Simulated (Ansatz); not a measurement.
Ansatz (a first-principles code) input (B3LYP/6-31G*):

Ansatz 0.2 input:
```yaml
crystal:
  periodic: [false, false, false]
  atoms:
    - {symbol: Mg, position_ang: [0.00000000, 0.00000000, 0.00000000]}
    - {symbol: Cl, position_ang: [-0.00000000, -0.00000000, -2.19298913]}
    - {symbol: Cl, position_ang: [0.00000000, 0.00000000, 2.19298913]}
basis:
  gaussian:
    orbitals: 6-31G*
hamiltonian:
  xc: {name: B3LYP}
phonons: {temperatures: {t_min: 298.15, t_max: 298.15, t_step: 100}}
```

Q: Which harmonic wavenumbers does it give?

A: 110, 110, 314, 607 cm⁻¹ (unscaled; negative means imaginary).
